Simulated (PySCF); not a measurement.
# One molecule, several mistakes: BH3OSi2

These are calculations, not measurements. The program is PySCF 2.14.0, an open-source quantum chemistry code, run on an isolated molecule that a program drew, which may never have been made. The molecule is BH3OSi2 (charge 0, singlet), drawn as the SMILES string `B[Si][SiH]=O`.

Each row is a Hartree-Fock (HF) and frozen-core CCSD(T) single point in the cc-pV(D+d)Z basis, meant for a local HF minimum. Run 1 is clean. Each other run has one planted mistake out of seven kinds, and not every kind appears here: one electron removed, one electron added, multiplicity raised by two, geometry at a saddle point, minimal basis STO-3G, one bond length entered in bohr, all coordinates scaled. The reference is restricted for singlets and unrestricted otherwise, and also for a bond in bohr. Adding or removing an electron swaps singlet and doublet. Electrons count all cores. HOMO and LUMO are orbital energies over both spins, the gradient is its largest component, and the lowest frequency (negative if imaginary) is given only where the gradient is small. Bond lengths are over the 6 bonds as drawn. T1 is the CCSD diagnostic: over 0.02 (restricted) or 0.045 (unrestricted) a single reference is doubtful.

Geometry of the clean run:
```xyz
7
BH3OSi2, angstrom
B    -1.8082    0.2214    0.2891
Si   -1.1702    0.3691   -1.5830
Si    0.9451    1.0608   -0.7852
O     1.2863    2.5076   -0.5613
H    -1.7222   -0.8185    0.8863
H    -2.3404    1.1504    0.8306
H     1.9198   -0.0473   -0.6173
```

```
run  electrons  basis functions  <S^2>  HOMO (eV)  LUMO (eV)  gradient (hartree/bohr)  lowest frequency (cm^-1)  mean bond (Å)  longest bond (Å)      T1  HF (hartree)  CCSD(T) (hartree)                     mistake
  1         44               89  0.000      -9.45      -0.34                  7.6e-06                        89         1.6230             2.364  0.0262    -679.07696         -679.58028                    no fault
  2         44               31  0.000      -5.71       5.29                  5.5e-02                         -         1.6230             2.364  0.0266    -671.00550         -671.23290        minimal basis STO-3G
  3         44               89  0.000      -8.13      -0.43                  2.7e-05                      -176         1.5867             2.256  0.0298    -679.04547         -679.55336  geometry at a saddle point
  4         44               89  2.040      -8.65      -1.17                  3.3e-02                         -         1.6230             2.364  0.0294    -679.04714         -679.53009  multiplicity raised by two
  5         44               89  0.000      -9.51      -0.23                  1.2e-01                         -         1.5370             2.239  0.0243    -679.05535         -679.55141                           ?
```

**Which mistake was planted in run 5, and what did it cost?**

The mean and the longest bond both change by the same factor, 0.947, and the gradient is no longer small. So the mistake is: all coordinates scaled. Subtracting run 1 and multiplying by 627.51 kcal/mol a hartree, the energy moved by 13.6 kcal/mol in HF and 18.1 kcal/mol in CCSD(T).

Cautions from the logs. Run 1: T1 is over the limit, so its CCSD(T) energy is less reliable; run 2: T1 is over the limit, so its CCSD(T) energy is less reliable; run 3: T1 is over the limit, so its CCSD(T) energy is less reliable; run 5: T1 is over the limit, so its CCSD(T) energy is less reliable.
